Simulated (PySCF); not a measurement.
Match the calculated data to a structure.

- Polarisability: 91.3 au [PBE0/def2-SVPD]
- UV, strongest line: among the 6 lowest singlet transitions: S2 at 6.26 eV (198 nm, f = 0.084) [TDDFT PBE0/def2-SVPD]
- 1H NMR: chemical shifts (computed TMS as zero) by class: 4.85 (2 H), 3.58 (6 H), 2.44 (3 H) ppm [GIAO PBE0/pcSseg-1]
- Rotational structure: rotational constants A, B, C: 3.330, 0.891, 0.879 GHz [GFN2-xTB]
- Triplet: lowest triplet excitation (Tamm–Dancoff): 5.02 eV [TDA PBE0/def2-SVPD]
- NMR, other nuclei: isotropic shieldings of nuclei other than C and H, by class: 214 (1 O), 205 (1 S) ppm [GIAO PBE0/pcSseg-1]
- UV, first state: lowest singlet excitation: 5.72 eV (217 nm, f = 0.000) [TDDFT PBE0/def2-SVPD]
- 13C NMR: chemical shifts (computed TMS as zero) by class: 111.1 (1 C), 64.2 (1 C), 56.0 (1 C), 42.4 (2 C), 4.3 (1 C) ppm [GIAO PBE0/pcSseg-1]

The electronic properties come from PySCF, for the isolated species, density fitting. Levels stand in brackets. Geometry: GFN2-xTB, one conformer, isolated ion. NMR values are class means; diastereotopic atoms form classes of their own.

**Question.** Which candidate is it?
A. `CC#CC[S+](C)(C)=O`
B. `CS[C@@H]1CC[C+](C)C1`
C. `O=CC[S+]1CCCC1`

**Answer.** A. It is `CC#CC[S+](C)(C)=O`. Numbering: `[CH3:1][C:2]#[C:3][CH2:4][S+:5]([CH3:6])([CH3:7])=[O:8]`. 6 carbons fall into 5 classes; from least to most shielded: alkyne carbon [C2] (111.1 ppm), alkyne carbon [C3] (64.2 ppm), sp3 carbon bound to sulfur [C4] (56.0 ppm), S-methyl carbon [C6/C7] (42.4 ppm, 2 C), propargylic carbon [C1] (4.3 ppm). Hydrogen classes from least to most shielded: 2 H on an sp3 carbon bound to sulfur, C4 (4.85 ppm), 6 H on 2 S-methyl carbons, C6/C7 (3.58 ppm), 3 H on a propargylic carbon, C1 (2.44 ppm). The other shieldings belong to: 214 ppm, oxygen bonded to S [O8]; 205 ppm, sulfur bonded to 3 C and O [S5]. S1 is mainly HOMO→LUMO (weight 0.81); the largest Löwdin shares of the orbital it empties are 0.38 on an alkyne carbon, 0.35 on an alkyne carbon, 0.09 on the propargylic carbon and 0.07 on the sp3 carbon bound to sulfur, of the orbital it fills 0.23 on the sp3 carbon bound to sulfur, 0.22 on the sulfur bonded to 3 C and O, 0.11 on an alkyne carbon and 0.09 on an alkyne carbon. By its constants the optimised geometry is a nearly prolate symmetric top.

The others, at the same levels:
- `O=CC[S+]1CCCC1` fails: it has 4 carbon classes against 5; its computed 13C shifts are 197.0 (1 C), 69.2 (1 C), 51.2 (2 C), 33.3 (2 C) ppm, 1H shifts are 9.87 (1 H), 4.36 (2 H), 3.92 (2 H), 3.06 (2 H), 2.53 (2 H), 2.42 (2 H) ppm and smallest rotational constant is 1.085 GHz (against 0.879 GHz).
- `CS[C@@H]1CC[C+](C)C1` fails: it has 13 hydrogens where the 1H data count 11; its computed 13C shifts are 338.7 (1 C), 74.0 (1 C), 62.0 (1 C), 60.9 (1 C), 42.6 (1 C), 39.9 (1 C), 24.9 (1 C) ppm, 1H shifts are 4.73 (1 H), 4.71 (1 H), 4.48 (1 H), 4.13 (1 H), 4.01 (3 H), 3.86 (1 H), 3.32 (1 H), 3.12 (1 H), 2.71 (3 H) ppm and smallest rotational constant is 0.933 GHz (against 0.879 GHz).

Each candidate is one conformer, not necessarily the lowest. Dipoles, sizes and rotational constants follow the conformer. The torsions of the flexible species, by atom-mapped SMILES:
- `[CH3:1][C:2]#[C:3][CH2:4][S+:5]([CH3:6])([CH3:7])=[O:8]`: C3–C4–S5–C6 57°

The conformers of `O=CC[S+]1CCCC1` and `CS[C@@H]1CC[C+](C)C1` aren't listed.
